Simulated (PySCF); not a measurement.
CH6OSSi. Atoms are numbered in the order given.

```xyz
10

Si     0.9130    -0.2975    -0.5290
O      1.8375    -0.6727     0.8023
S     -0.7872     0.9437    -0.1642
C     -1.9721    -0.2810     0.4837
H      0.4066    -1.5535    -1.1672
H      1.7969     0.4892    -1.4230
H      1.4484    -1.2564     1.4595
H     -2.0458    -1.1562    -0.1780
H     -1.7069    -0.6034     1.5004
H     -2.9520     0.2130     0.5216
```

Coordinates come from a PBE0-D3(BJ)/def2-SVP optimisation. The values are those of a single conformer.

These are PySCF with PBE/pcSseg-1 values and carry that method's errors.

GIAO shieldings, no solvent; atoms listed in one row are averaged. δ = σ(ref) − σ: ²⁹Si against TMS (σ = 335.4 ppm); ¹⁷O against H2O (σ = 334.3 ppm); ³³S against H2S (σ = 706.5 ppm); ¹³C against TMS (σ = 182.0 ppm); ¹H against TMS (σ = 31.49 ppm), references at their B3LYP-D3(BJ)/def2-TZVP geometries, non-relativistic.

| nucleus | atoms | count | δ (ppm) |
|---|---|---|---|
| ²⁹Si | Si1 | 1 | -1.3 |
| ¹⁷O | O2 | 1 | 57.8 |
| ³³S | S3 | 1 | 126.0 |
| ¹³C | C4 | 1 | 18.5 |
| ¹H | H5 | 1 | 6.01 |
| ¹H | H6 | 1 | 5.57 |
| ¹H | H8, H9, H10 | 3 | 2.30 |
| ¹H | H7 | 1 | 1.68 |
